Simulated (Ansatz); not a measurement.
Molecule: C2H2Cl2, net charge 0, singlet state. 
Geometry from a B3LYP-D3(BJ)/def2-TZVP (Ansatz, an electronic-structure program) optimisation:
```xyz
6

Cl     1.6740     0.3460    -0.0608
C      0.6009    -0.9985    -0.0230
C     -0.7203    -0.9160     0.0254
Cl    -1.6180     0.5515     0.0597
H      1.0911    -1.9607    -0.0419
H     -1.3262    -1.8099     0.0466
```

Task: Give the harmonic wavenumbers at B3LYP-D3(BJ)/def2-TZVP (Ansatz, finite differences of forces, unscaled).

Result: 167, 423, 574, 710, 712, 850, 910, 1214, 1319, 1647, 3202, 3223 cm⁻¹. Zero-point energy 21.4 kcal/mol.

Task: From these and the geometry, give the ideal-gas thermochemistry at 298.15 K and 1 atm (rigid rotor, harmonic oscillator).

Result: Point group C2v, rotational symmetry number 2. Rotational constants 11.65, 2.446, 2.022 GHz. S(trans) 39.63, S(rot) 24.75, S(vib) 4.80, S(elec, spin only) 0.00, S 69.2 cal/(mol K). H(298) - H(0) 3.27 kcal/mol; G - E(el) 4.0 kcal/mol. Tabulated S at 1 bar: 69.2 cal/(mol K) (CRC Handbook, as tabulated in the package chemicals); it can hold hindered rotation or other conformers, which this model lacks.
